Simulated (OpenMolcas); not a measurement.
An atom or ion with 42 electrons was computed by SS-RASPT2, IPEA 0.25 Eh, imaginary shift 0.1 Eh with spin-orbit coupling (OpenMolcas, ANO-RCC-VQZP, DKH2). The lowest levels that the run gave, each within 12 % of the measured value where one is at hand:

```tsv
J	Parity	E (cm⁻¹)	g
4	even	0.0	1.497
3	even	1184	1.499
2	even	1876	1.499
1	even	2330	1.500
0	even	2540	
6	even	15390	1.163
4	even	15480	0.951
5	even	15690	1.060
2	even	15840	1.488
4	even	17370	1.077
3	even	17570	1.017
2	even	18230	0.675
```

Problem. Which ion is it, and what are the configurations and terms?

Solution. Ru2+ (Z = 44, charge +2; active space 12 electrons in 8 orbitals (RAS1 4p, at most 2 holes; RAS2 4d)). J, parity and g give the terms where levels are pure, and mixed ones are named by the computed weights; the size of the splittings, set against known spectra of the 42-electron sequence, gives the charge. In order, with the measured energies in cm⁻¹ (Moore, Atomic Energy Levels, vol. III, NSRDS-NBS 35 (1971 reprint of NBS Circular 467, 1958)): 4d⁶ ⁵D₄, 4d⁶ ⁵D₃ (1159), 4d⁶ ⁵D₂ (1826), 4d⁶ ⁵D₁ (2266), 4d⁶ ⁵D₀ (2476), 4d⁶ ³H₆, 4d⁶ ³H₄ [55 %], 4d⁶ ³H₅, 4d⁶ ³P₂(1), 4d⁶ ³F₄(1) [57 %], 4d⁶ ³F₃(1), 4d⁶ ³F₂(1).

CASPT2 breaks the degeneracy within a term, and the mean is taken; among the terms shown or strongly mixed into the levels shown the widest spread is 98 cm-1 (4d⁶ ³F(1)). Active for correlation alone: 4p; no level in the range computed is led by a configuration that opens it, so any true level of that kind is missing. Measured partners are found by configuration, term and J. A level has none where our copy of the source lacks it or the pairing is in doubt (some pairs that miss far off the trend of their configuration count as doubtful), and it then counts in no deviation. Only configurations of the active space appear.

A share in square brackets marks a mixed level and gives the weight of the term that names it. A number in round brackets counts repeated terms of one configuration in the order of the reference energies.
